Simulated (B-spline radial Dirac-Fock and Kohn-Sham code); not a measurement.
Dipole and non-dipole photoemission parameters of I⁵⁺ 3d3/2

System: iodine as I⁵⁺, 1s2 2s2 2p6 3s2 3p6 3d10 4s2 4p6 4d10 5s2; threshold 703.6 eV (orbital energy of the model). Model: Dirac-Hartree-Slater photoionisation with a Latter tail; cross sections with all multipoles, angular parameters from the dipole term and its interference with E2. Program: a radial B-spline solver.

For linearly polarised light dσ/dΩ = σ/(4π) [1 + β P₂(cos θ) + (δ + γ cos²θ) sin θ cos φ], with θ from the polarisation vector and φ the angle between the beam and the projection of the electron momentum on the plane normal to the polarisation.

| hν (eV) | σ (kb) | β | γ | δ |
| --- | --- | --- | --- | --- |
| 800 | 864 | 0.490 | -0.075 | -0.002 |
| 1420 | ? | ? | ? | ? |
| 1440 | 205 | 1.162 | 0.058 | 0.042 |
| 1740 | 121 | 1.222 | 0.179 | 0.054 |
| 1870 | 98.0 | 1.234 | 0.231 | 0.058 |
| 2380 | 47.8 | 1.244 | 0.417 | 0.073 |
| 3330 | 16.6 | 1.194 | 0.700 | 0.101 |
| 4000 | 9.09 | 1.145 | 0.855 | 0.120 |
| 5414.7 | 3.24 | 1.044 | 1.110 | 0.162 |
| 6550 | 1.66 | 0.972 | 1.264 | 0.196 |
| 11100 | 0.237 | 0.758 | 1.645 | 0.329 |
| 11800 | 0.188 | 0.734 | 1.684 | 0.348 |
| 12000 | 0.176 | 0.727 | 1.694 | 0.354 |

Q: Give the values at 1420 eV.

A: σ = 213 kb, β = 1.156, γ = 0.050, δ = 0.042.

Values without a named source are computed, but for edge energies of neutral atoms, which are taken from tables.
